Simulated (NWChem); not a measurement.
All runs are NWChem calculations. System: CH3Se2, charge 0, spin multiplicity 2, at a geometry optimised with UPBE/def2-SVP. The structure started from a generated list of species. Its SCF solution wasn't tested for a lower state. Level: ULDA (SVWN5)/def2-TZVP.

Job file:

```
start mol
memory heap 200 mb stack 900 mb global 1100 mb
geometry units angstroms nocenter noautoz
  C      2.157023     0.407948     0.000000
  Se     0.574524    -0.778415     0.000000
  Se    -1.170680     0.652526     0.000000
  H      2.137132     1.038253     0.907783
  H      3.052876    -0.243968     0.000000
  H      2.137132     1.038253    -0.907783
  symmetry group Cs
end
basis spherical
  * library def2-tzvp
end
dft
  xc slater vwn_5
  odft
  mult 2
  semidirect memsize 60000000 filesize 0
  iterations 100
end
task dft energy
```

Part of the output:

```
             Northwest Computational Chemistry Package (NWChem) 7.3.0
             --------------------------------------------------------

                                NWChem Input Module
                                -------------------

 Scaling coordinates for geometry "geometry" by  1.889725989
 (inverse scale =  0.529177249)

 Turning off AUTOSYM since
 SYMMETRY directive was detected!

                             Geometry "geometry" -> ""
                             -------------------------

 Output coordinates in angstroms (scale by  1.889725989 to convert to a.u.)

  No.       Tag          Charge          X              Y              Z
 ---- ---------------- ---------- -------------- -------------- --------------
    1 C                    6.0000     2.15702300     0.40794800     0.00000000
    2 Se                  34.0000     0.57452400    -0.77841500     0.00000000
    3 Se                  34.0000    -1.17068000     0.65252600     0.00000000
    4 H                    1.0000     2.13713200     1.03825300     0.90778300
    5 H                    1.0000     3.05287600    -0.24396800     0.00000000
    6 H                    1.0000     2.13713200     1.03825300    -0.90778300

 Effective nuclear repulsion energy (a.u.)     403.2057277026

            Nuclear Dipole moment (a.u.)
            ----------------------------
        X                 Y               Z
 ---------------- ---------------- ----------------
    -0.0000491329     0.0000000000     0.0000000000

      Symmetry information
      --------------------

 Group name             Cs
 Group number              2
 Group order               2
 No. of unique centers     5

      Symmetry unique atoms

     1    2    3    4    5


 Summary of "ao basis" -> "" (spherical)
 ------------------------------------------------------------------------------
       Tag                 Description            Shells   Functions and Types
 ---------------- ------------------------------  ------  ---------------------
 *                         def2-tzvp                  on all atoms

                                 NWChem DFT Module
                                 -----------------

 Summary of "ao basis" -> "ao basis" (spherical)
 ------------------------------------------------------------------------------
       Tag                 Description            Shells   Functions and Types
 ---------------- ------------------------------  ------  ---------------------
 C                         def2-tzvp                11       31   5s3p2d1f
 Se                        def2-tzvp                16       48   6s5p4d1f
 H                         def2-tzvp                 4        6   3s1p

 Summary of "ao basis" -> "ao basis" (spherical)
 ------------------------------------------------------------------------------
       Tag                 Description            Shells   Functions and Types
 ---------------- ------------------------------  ------  ---------------------
 C                         def2-tzvp                11       31   5s3p2d1f
 Se                        def2-tzvp                16       48   6s5p4d1f
 H                         def2-tzvp                 4        6   3s1p

      Symmetry analysis of basis
      --------------------------

        a'         96
        a"         49

            General Information
            -------------------
          SCF calculation type: DFT
          Wavefunction type:  spin polarized.
          No. of atoms     :     6
          No. of electrons :    77
           Alpha electrons :    39
            Beta electrons :    38
          Charge           :     0
          Spin multiplicity:     2
          Use of symmetry is: on ; symmetry adaption is: on
          Maximum number of iterations: 100
          AO basis - number of functions:   145
                     number of shells:    55
          Convergence on energy requested:  1.00D-06
          Convergence on density requested:  1.00D-05
          Convergence on gradient requested:  5.00D-04

              XC Information
              --------------
                        Slater Exchange Functional  1.000 local
                      VWN V Correlation Functional  1.000 local

             Grid Information
             ----------------
          Grid used for XC integration:  medium
          Radial quadrature: Mura-Knowles
          Angular quadrature: Lebedev.
          Tag              B.-S. Rad. Rad. Pts. Rad. Cut. Ang. Pts.
          ---              ---------- --------- --------- ---------
          C                   0.70       49          11.0       434
          Se                  1.15      112          12.0       590
          H                   0.35       45          12.0       434
          Grid pruning is: on
          Number of quadrature shells:   363
          Spatial weights used:  Erf1

          Convergence Information
          -----------------------
          Convergence aids based upon iterative change in
          total energy or number of iterations.
          Levelshifting, if invoked, occurs when the
          HOMO/LUMO gap drops below (HL_TOL):  1.00D-02
          DIIS, if invoked, will attempt to extrapolate
          using up to (NFOCK): 10 stored Fock matrices.

                    Damping( 0%)  Levelshifting(0.5)       DIIS
                  --------------- ------------------- ---------------
          dE  on:    start            ASAP                start
          dE off:    2 iters        100 iters           100 iters

      Screening Tolerance Information
      -------------------------------
[...]
    48      0.236712  2 Se py                96      0.227682  3 Se py

 Vector   41  Occ=0.000000D+00  E=-3.830374D-02  Symmetry=a'
              MO Center=  1.0D+00, -3.0D-01, -3.1D-15, r^2= 4.4D+00
   Bfn.  Coefficient  Atom+Function         Bfn.  Coefficient  Atom+Function
  ----- ------------  ---------------      ----- ------------  ---------------
     5      1.132988  1 C  s                 50     -0.730167  2 Se px
    37     -0.597072  2 Se s                 12     -0.459536  1 C  px
    51     -0.391603  2 Se py               130     -0.303399  4 H  s
   142     -0.303399  6 H  s                 47     -0.285484  2 Se px
    13     -0.273883  1 C  py                 4      0.259616  1 C  s

 Vector   42  Occ=0.000000D+00  E= 2.330230D-02  Symmetry=a'
              MO Center=  2.2D+00,  4.4D-01, -4.1D-14, r^2= 5.4D+00
   Bfn.  Coefficient  Atom+Function         Bfn.  Coefficient  Atom+Function
  ----- ------------  ---------------      ----- ------------  ---------------
     5      2.439754  1 C  s                136     -1.539213  5 H  s
   130     -1.454422  4 H  s                142     -1.454422  6 H  s
    12      0.732425  1 C  px                13      0.521001  1 C  py
    50      0.423977  2 Se px                51      0.223335  2 Se py
     3      0.197607  1 C  s                 84      0.186955  3 Se s

                     DFT Final Beta Molecular Orbital Analysis
                     -----------------------------------------

 Vector   36  Occ=1.000000D+00  E=-2.989753D-01  Symmetry=a'
              MO Center=  1.4D-01, -2.4D-01, -2.6D-15, r^2= 3.7D+00
   Bfn.  Coefficient  Atom+Function         Bfn.  Coefficient  Atom+Function
  ----- ------------  ---------------      ----- ------------  ---------------
    48      0.347530  2 Se py                95      0.257629  3 Se px
    42     -0.246496  2 Se py                45      0.225597  2 Se py
    51      0.209266  2 Se py                89     -0.186829  3 Se px
    92      0.169177  3 Se px                37     -0.167575  2 Se s
    85     -0.148435  3 Se s                 36     -0.142716  2 Se s

 Vector   37  Occ=1.000000D+00  E=-2.617245D-01  Symmetry=a"
              MO Center=  1.5D-02, -1.6D-01, -3.6D-15, r^2= 2.9D+00
   Bfn.  Coefficient  Atom+Function         Bfn.  Coefficient  Atom+Function
  ----- ------------  ---------------      ----- ------------  ---------------
    49      0.368180  2 Se pz                97      0.278941  3 Se pz
    43     -0.253716  2 Se pz                52      0.243307  2 Se pz
    46      0.232626  2 Se pz                91     -0.196251  3 Se pz
    94      0.177031  3 Se pz               100      0.171104  3 Se pz
     8     -0.090137  1 C  pz                40      0.077462  2 Se pz

 Vector   38  Occ=1.000000D+00  E=-2.043874D-01  Symmetry=a'
              MO Center= -8.4D-01,  5.3D-01,  8.0D-14, r^2= 2.8D+00
   Bfn.  Coefficient  Atom+Function         Bfn.  Coefficient  Atom+Function
  ----- ------------  ---------------      ----- ------------  ---------------
    96      0.368165  3 Se py                99      0.290786  3 Se py
    95      0.267596  3 Se px                90     -0.258405  3 Se py
    93      0.239508  3 Se py                98      0.218505  3 Se px
    89     -0.187032  3 Se px                92      0.172794  3 Se px
    37      0.109773  2 Se s                  6      0.105781  1 C  px

 Vector   39  Occ=0.000000D+00  E=-1.720128D-01  Symmetry=a"
              MO Center= -4.5D-01,  1.3D-01,  1.0D-15, r^2= 3.4D+00
   Bfn.  Coefficient  Atom+Function         Bfn.  Coefficient  Atom+Function
  ----- ------------  ---------------      ----- ------------  ---------------
    97      0.389147  3 Se pz               100      0.356764  3 Se pz
    49     -0.323618  2 Se pz                52     -0.287379  2 Se pz
    91     -0.274709  3 Se pz                94      0.260355  3 Se pz
    43      0.222123  2 Se pz                46     -0.213876  2 Se pz
   130      0.094455  4 H  s                142     -0.094455  6 H  s

 Vector   40  Occ=0.000000D+00  E=-7.205335D-02  Symmetry=a'
              MO Center= -2.9D-01,  1.8D-02, -8.4D-14, r^2= 4.6D+00
   Bfn.  Coefficient  Atom+Function         Bfn.  Coefficient  Atom+Function
  ----- ------------  ---------------      ----- ------------  ---------------
    98     -0.431267  3 Se px                50     -0.410644  2 Se px
    37      0.408490  2 Se s                 51      0.391725  2 Se py
    85     -0.378440  3 Se s                 99      0.348656  3 Se py
    95     -0.280029  3 Se px                36      0.247101  2 Se s
    48      0.231927  2 Se py                 5      0.227475  1 C  s

 Vector   41  Occ=0.000000D+00  E=-3.490970D-02  Symmetry=a'
              MO Center=  9.9D-01, -2.9D-01, -4.2D-13, r^2= 4.4D+00
   Bfn.  Coefficient  Atom+Function         Bfn.  Coefficient  Atom+Function
  ----- ------------  ---------------      ----- ------------  ---------------
     5      1.166564  1 C  s                 50     -0.741698  2 Se px
    37     -0.607133  2 Se s                 12     -0.461464  1 C  px
    51     -0.394564  2 Se py               130     -0.310601  4 H  s
   142     -0.310601  6 H  s                 47     -0.285154  2 Se px
    13     -0.280215  1 C  py               136     -0.255473  5 H  s

   alpha - beta orbital overlaps
   -----------------------------

   alpha      1      2      3      4      5      6      7      8      9     10
    beta      1      2      3      4      5      6      7      8      9     10
 overlap   1.000  1.000  1.000  1.000  1.000  1.000  1.000  1.000  1.000  1.000

   alpha     11     12     13     14     15     16     17     18     19     20
    beta     11     12     13     14     15     16     17     18     19     20
 overlap   1.000  1.000  1.000  1.000  1.000  1.000  1.000  1.000  1.000  0.970

   alpha     21     22     23     24     25     26     27     28     29     30
    beta     21     22     23     24     25     26     27     28     29     30
 overlap   0.970  1.000  1.000  0.996  0.991  1.000  1.000  1.000  0.991  0.999

   alpha     31     32     33     34     35     36     37     38     39     40
    beta     31     32     33     34     35     36     37     38     39     40
 overlap   0.997  0.998  0.999  1.000  0.999  0.999  0.998  1.000  0.998  1.000

   alpha     41     42     43     44     45     46     47     48     49     50
    beta     41     42     43     44     45     46     47     48     49     50
 overlap   1.000  1.000  1.000  1.000  0.998  0.997  0.995  0.990  0.990  0.997

   alpha     51     52     53     54     55     56     57     58     59     60
    beta     51     52     53     54     55     56     57     58     59     60
 overlap   0.998  0.995  1.000  0.997  0.994  0.995  0.996  0.998  0.996  0.926

   alpha     61     62     63     64     65     66     67     68     69     70
    beta     61     62     63     64     65     66     67     68     69     70
 overlap   0.924  0.997  0.995  0.999  0.995  0.999  0.999  1.000  0.992  0.993

   alpha     71     72     73     74     75     76     77     78     79     80
    beta     71     72     73     74     75     76     77     78     79     80
 overlap   0.999  0.999  1.000  0.999  0.999  1.000  0.999  0.999  0.999  0.979

   alpha     81     82     83     84     85     86     87     88     89     90
    beta     81     82     83     84     85     86     87     88     89     90
 overlap   0.972  0.991  0.997  0.997  0.992  0.994  0.997  0.994  0.996  0.990

   alpha     91     92     93     94     95     96     97     98     99    100
    beta     91     92     94     93     95     96     97     98    100     99
 overlap   0.995  0.990  0.982  0.995  0.991  0.983  0.997  0.980  0.935  0.996

   alpha    101    102    103    104    105    106    107    108    109    110
    beta    101    103    102    104    105    107    106    108    109    110
 overlap   0.945  0.999  0.999  1.000  1.000  1.000  1.000  1.000  1.000  1.000

   alpha    111    112    113    114    115    116    117    118    119    120
    beta    111    112    113    114    115    116    117    118    119    120
 overlap   1.000  1.000  1.000  1.000  0.999  0.999  1.000  1.000  1.000  1.000

   alpha    121    122    123    124    125    126    127    128    129    130
    beta    121    122    123    124    125    126    127    128    129    130
 overlap   1.000  1.000  1.000  0.994  0.994  0.991  0.990  0.992  0.993  0.995

   alpha    131    132    133    134    135    136    137    138    139    140
    beta    131    132    133    134    135    136    137    138    139    140
 overlap   0.992  0.988  0.998  0.998  0.991  0.991  0.999  0.999  1.000  1.000

   alpha    141    142    143    144    145
    beta    141    142    143    144    145
 overlap   1.000  1.000  1.000  1.000  1.000

     --------------------------
     Expectation value of S2:
     --------------------------
      <S2> =      0.7511 (Exact =     0.7500)

 center of mass
 --------------
 x =  -0.15063214 y =  -0.03490287 z =   0.00000000

 moments of inertia (a.u.)
 ------------------
         311.587923598549         291.229247449721           0.000000000000
         291.229247449721         747.069747070197           0.000000000000
           0.000000000000           0.000000000000        1046.794333299205

     Multipole analysis of the density
     ---------------------------------

     L   x y z        total         alpha         beta         nuclear
     -   - - -        -----         -----         ----         -------
     0   0 0 0     -0.000000    -39.000000    -38.000000     77.000000

     1   1 0 0      0.990045      0.955311      0.034783     -0.000049
     1   0 1 0     -0.020628     -0.143990      0.123362      0.000000
     1   0 0 1     -0.000000     -0.000000     -0.000000      0.000000

     2   2 0 0    -29.626406   -203.611584   -198.086048    372.071227
     2   1 1 0     -0.321056     58.761639     55.924514   -115.007210
     2   1 0 1     -0.000000     -0.000000      0.000000      0.000000
     2   0 2 0    -32.641160    -86.445534    -82.940505    136.744879
     2   0 1 1     -0.000000     -0.000000      0.000000      0.000000
     2   0 0 2    -32.712242    -21.122413    -17.475442      5.885614

 Task  times  cpu:       10.5s     wall:       10.5s

 Total times  cpu:       10.5s     wall:       10.5s
```
